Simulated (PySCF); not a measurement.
Species: C5H9FSe.
Structure used (PBE0-D3(BJ)/def2-SVP), in Å, numbered top down from 1:
```
atom  x, y, z in Å
C1    -2.3339    0.3055   -0.0108
C2    -1.0784   -0.5429   -0.0954
C3     0.0931    0.0549    0.6436
F4    -0.2508    0.1885    1.9663
C5     1.4583   -0.6289    0.5048
C6     2.3516    0.5677    0.1591
Se7    0.8037    1.7646   -0.0905
H8    -2.6207    0.4754    1.0366
H9    -2.1742    1.2887   -0.4834
H10   -3.1766   -0.1780   -0.5256
H11   -0.7812   -0.6981   -1.1436
H12   -1.2572   -1.5422    0.3434
H13    1.4393   -1.3761   -0.3026
H14    1.7296   -1.1445    1.4389
H15    2.9909    0.9120    0.9827
H16    2.9552    0.4549   -0.7509
```

Level: CAM-B3LYP/def2-SVPD in PySCF, non-relativistic, on one gas-phase PBE0-D3(BJ)/def2-SVP geometry that isn't relaxed in the solvent. The solvent is an IEF-PCM continuum (van der Waals radii × 1.2), and excitations are vertical TDDFT with non-equilibrium linear response and a frozen core. The model holds no explicit solvent molecules, cavitation or dispersion. Spin–orbit coupling is left out although an atom past zinc is present.

Gas-phase singlets (H = HOMO, L = LUMO):

```csv
state,E (eV),λ (nm),f,leading configurations
S1,4.049,306,0.000,H→L 92%
S2,5.745,216,0.024,H→L+1 88%
S3,6.152,202,0.063,H-1→L 89%
S4,6.320,196,0.029,"H→L+2 80%, H→L+4 10%"
S5,6.755,184,0.046,H→L+3 86%
```

Problem. What are the lowest 5 singlets in dimethylsulfoxide (ε = 46.83)?

Solution. 
| state | E (eV) | λ (nm) | f | leading configurations | change by rank (eV) |
| --- | --- | --- | --- | --- | --- |
| S1 | 4.168 | 297 | 0.000 | H→L 93% | +0.119 |
| S2 | 5.792 | 214 | 0.043 | H→L+1 91% | +0.047 |
| S3 | 6.117 | 203 | 0.094 | H-1→L 91% | -0.035 |
| S4 | 6.513 | 190 | 0.067 | H→L+2 78%, H→L+4 10% | +0.193 |
| S5 | 6.810 | 182 | 0.095 | H→L+3 93% | +0.055 |

Problem. What are the lowest 5 singlets in water (ε = 78.36)?

Solution. 
| state | E (eV) | λ (nm) | f | leading configurations | change by rank (eV) |
| --- | --- | --- | --- | --- | --- |
| S1 | 4.176 | 297 | 0.000 | H→L 93% | +0.127 |
| S2 | 5.799 | 214 | 0.040 | H→L+1 91% | +0.054 |
| S3 | 6.126 | 202 | 0.086 | H-1→L 90% | -0.026 |
| S4 | 6.532 | 190 | 0.062 | H→L+2 78%, H→L+4 10% | +0.212 |
| S5 | 6.819 | 182 | 0.086 | H→L+3 94% | +0.064 |

Problem. The ground-state energy changes by -0.180 eV from gas to water. By how much does the total energy of gas-phase S1 change?

Solution. E(S1) = E(S0) + excitation energy, so it changes by -0.180 + 0.127 = -0.053 eV: it is lowered less than the ground state, which is what a blue shift means. This is the vertical state, with the slow part of the continuum still set for S0.

Problem. How do the frontier levels move from gas to water?

Solution. 
```csv
orbital,gas (eV),solvent (eV),change (eV),"Löwdin shares, gas","Löwdin shares, solvent"
LUMO+2,1.31,1.52,+0.21,"Se7 36 %, H13 11 %, C5 10 %, H11 8 %","Se7 37 %, C5 8 %, F4 7 %, H13 7 %"
LUMO+1,1.08,1.04,-0.04,"Se7 56 %, C1 8 %, C6 7 %, C2 5 %","Se7 65 %, C6 7 %, C1 6 %, H9 4 %"
LUMO,0.30,0.35,+0.05,"Se7 59 %, C6 12 %, C3 12 %","Se7 60 %, C3 13 %, C6 11 %"
HOMO,-7.73,-7.82,-0.09,"Se7 74 %, C6 10 %, C3 6 %","Se7 74 %, C6 10 %, C3 6 %"
HOMO-1,-9.30,-9.26,+0.04,"Se7 46 %, C3 16 %, C5 12 %, F4 8 %","Se7 45 %, C3 16 %, C5 12 %, F4 7 %"
HOMO-2,-10.29,-10.20,+0.09,"Se7 23 %, C6 19 %, C3 16 %, F4 12 %","Se7 22 %, C6 19 %, C3 16 %, C2 12 %"
HOMO-3,-11.25,-11.12,+0.13,"C6 17 %, F4 16 %, C5 16 %, Se7 12 %","C6 15 %, C2 14 %, C5 14 %, C1 11 %"
```

The HOMO–LUMO gap goes from 8.02 to 8.17 eV. Rows go by rank; for HOMO-3 the atom shares or the degeneracy differ between the runs, so the row needn't follow one orbital.
